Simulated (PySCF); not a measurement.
An unknown shows these calculated signals:

1H NMR (400 MHz, computed): δ 6.32 (br s, 1H), 5.88 (br s, 1H), 4.57 (d, 2H), 4.09 (d, 6H), 3.16 (s, 2H), 0.23 (m, 1H).

13C{1H} NMR (computed): δ 144.5 (C), 141.5 (CH2), 123.2 (C), 29.0 (CH2), -17.0 (CH).

[PySCF: GIAO PBE0/pcSseg-1 shieldings; structure optimised with GFN2-xTB; equivalent nuclei averaged; no solvent; non-relativistic; single conformer]

Shifts are taken against calculated references (same method and geometry level): TMS for 1H (31.72 ppm), 13C (186.93 ppm).

Question: Which of these does the molecule contain: an amide, a Si–H bond, a nitrile, a non-aromatic C=C double bond, a carboxylic acid, a Si–CH3 group?

Answer: 
- An amide: no.
- A Si–H bond: yes (δH 4.57 (d)).
- A nitrile: yes (δC 123.2).
- A non-aromatic C=C double bond: yes.
- A carboxylic acid: no.
- A Si–CH3 group: no.

The data belong to SMILES [SiH3]C([SiH2]C(=C)CC#N)[SiH3], C₅H₁₃NSi₃; they needn't prove each group on their own.

Carbon signals by region: 3 in the sp2 and nitrile region (100–160 ppm), 2 below 50 ppm.

Shifts are as computed. Against solution values, carbons near 30 ppm lie about +3 ppm off and those near 130 ppm about +5 ppm. Of 1211 compounds with measured shifts, 218 miss one by over three times the rms of a fit or turn the order of signals round; such compounds aren't used in these exercises. No couplings were computed; multiplicities are counted from neighbouring protons, with m where these are inequivalent, close in shift, in a saturated or five-membered ring or joined by F or P, and br s for small geminal =CH2 splittings.
